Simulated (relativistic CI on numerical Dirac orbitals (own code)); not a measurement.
**Eu²⁺ (4f7) in a crystal field**

Calculated by Dirac-Coulomb-Breit CI, separate exchange-only KLI orbitals for each configuration, model QED, valence Slater integrals scaled by 0.7, one configuration in a parametric crystal field (own radial code).

Field parameters in Wybourne normalisation. The field is a parameter set, without covalency.

S is read from ⟨S²⟩ = S(S + 1).

Powder χT (cm³ K mol⁻¹) by Van Vleck's formula, with temperature-independent terms:

```
                                                                                                       Field   2 K   5 K  10 K  20 K  50 K  100 K  200 K  300 K
C2v, B20 = 60, B22 = 240, B40 = 380, B42 = 300, B44 = -230, B60 = 220, B62 = 70, B64 = -330, B66 = -310 cm⁻¹  7.81  7.81  7.81  7.81  7.81   7.81   7.82   7.82
  C2v, B20 = -110, B22 = 0, B40 = 140, B42 = 0, B44 = -200, B60 = 270, B62 = -220, B64 = 280, B66 = 250 cm⁻¹  7.81  7.81  7.81  7.81  7.81   7.81   7.82   7.82
```

**Question.** For C2v, B20 = -110, B22 = 0, B40 = 140, B42 = 0, B44 = -200, B60 = 270, B62 = -220, B64 = 280, B66 = 250 cm⁻¹: what effective moment follows at 300 K?

**Answer.** μ_eff = √(8χT) = 7.91 μB. The LS value g√(J(J + 1)) of the free ion's 8S°_7/2 level is 7.94 μB.
